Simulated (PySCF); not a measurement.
**Ti⁻ (titanium, charge -1) across methods**

[Ar] 3d3 4s2, high-spin 4F determinant. All numbers are calculated (PySCF 2.14, scalar relativity by spin-free X2C-1e, in aug-cc-pwCVTZ-DK (10s9p7d4f3g, 127 functions)).

```
method  E (hartree)  mean ε 3d α (eV)  mean ε 4s α (eV)  mean ε 4s β (eV)  Σ⟨r²⟩ (bohr²)   ⟨S²⟩
 B97-3     -853.626             0.888             0.004             0.551          89.66  3.773
   PBE     -853.520             1.883             0.286             0.918          89.37  3.779
PBEsol     -852.543             1.898             0.259             0.928          88.80  3.786
r2SCAN     -853.702             1.586             0.035             0.868          92.87  3.902
 M06-L     -853.679             2.035             0.440             0.843          83.97  3.759
   LDA     -851.659             1.859             0.165             0.825          88.21  3.783
  PBE0     -853.534             0.897            -0.087             0.595          88.02  3.793
```

Estimate the same row for UHF.

E (hartree) = -852.71358; mean ε 3d α (eV) = -3.580; mean ε 4s α (eV) = -1.828; mean ε 4s β (eV) = 0.178; Σ⟨r²⟩ (bohr²) = 123.0; ⟨S²⟩ = 4.163.

⟨S²⟩ = 4.16 against 3.75 shows spin contamination. At UHF the highest occupied level has a positive energy, so only the finite basis holds that electron.

The highest occupied level is positive at UHF, B97-3, PBE, PBEsol, r2SCAN, M06-L, LDA, PBE0: only the finite basis holds that electron, at UHF too, so the state is unbound at these levels.
